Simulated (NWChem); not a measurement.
Species: C$_{2}$H$_{5}$FSi$_{2}$; SMILES [Si@@H]1(C=C[SiH2]1)F

```xyz
10

F      0.3882    -2.1465     0.5451
Si     0.0068    -0.8771    -0.4075
C     -1.4922     0.1239     0.1017
C     -0.9993     1.3822     0.2335
Si     0.8812     1.2428     0.0313
H     -0.0423    -1.4289    -1.7939
H     -2.5559    -0.1233     0.2161
H     -1.6364     2.2549     0.4330
H      1.5042     2.0951    -1.0294
H      1.6371     1.4440     1.3055
```
Atoms are numbered in this order, from 1.

Coordinates come from a PBE0/def2-SVP optimisation.

Q: Give the principal values of the shielding tensors (ppm) of F1, Si2, C3, C4, Si5 from BHandHLYP/pcSseg-1, GIAO (NWChem), with their diamagnetic and paramagnetic parts as GIAO splits them.

A: 
```tsv
atom	σ11	σ22	σ33	isotropic	diamagnetic	paramagnetic
F1	326.9	374.9	406.2	369.3	474.6	-105.3
Si2	297.7	355.0	382.6	345.1	877.5	-532.4
C3	-110.0	-21.5	145.9	4.8	259.9	-255.1
C4	-118.7	-17.5	168.1	10.6	259.6	-249.0
Si5	344.6	386.8	459.2	396.8	879.8	-483.0
```
